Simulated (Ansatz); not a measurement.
Program: Ansatz. Geometries: PBE0-D4/def2-TZVP. ΔE: electronic, gas phase. CCSD(T)/CBS adds triple-zeta CCSD(T) − MP2 to the extrapolated MP2 energy (def2 sets, frozen cores). Functionals use def2-TZVPP. For Br, Ge outer-core shells are correlated without core-valence functions, which leaves a few kJ/mol of doubt a bond. Scalar relativity is left out up to krypton. Each species was taken in one conformer, which may not be the lowest.

Reaction (ligand exchange at a Ge–Br bond): `[Cl][Ge][Br]` + `O[SiH3]` → `[SiH3][O][Ge][Cl]` + HBr

```
             level  ΔE (kcal/mol)
           ωB97M-V            5.0
         CAM-B3LYP            4.8
SCS-MP2/def2-TZVPP            3.5
    MP2/def2-QZVPP            4.7
```

Problem. What does CCSD(T)/CBS give? (Best estimate.)

Solution. The calculation gave: +4.9 kcal/mol. The listed levels differ from it by 0.1, -0.1, -1.4, -0.2 kcal/mol.

Largest T1 diagnostic among the species: 0.014.

In def2-TZVPP, CCSD(T) changes the Hartree–Fock value by −2.4 kcal/mol (the triples alone add −0.2 kcal/mol) and MP2 by −2.0 kcal/mol. Leaving LDA and LC-ωPBE aside and taking each functional with its dispersion term where it has one, the values, not all of them listed here, spread over 3.6 kcal/mol, from CAM-B3LYP-D4 to HSE06-D4. LDA lies −2.0 kcal/mol from PBE without D4. The D4 term adds −1.4 kcal/mol with B3LYP and −0.8 kcal/mol with PBE0; it sums over pairs of atoms, weighted by their polarisabilities, and B3LYP, whose exchange is more repulsive, gets the larger term.

B3LYP here is the variant with VWN-RPA as its local correlation; programs differ in this.
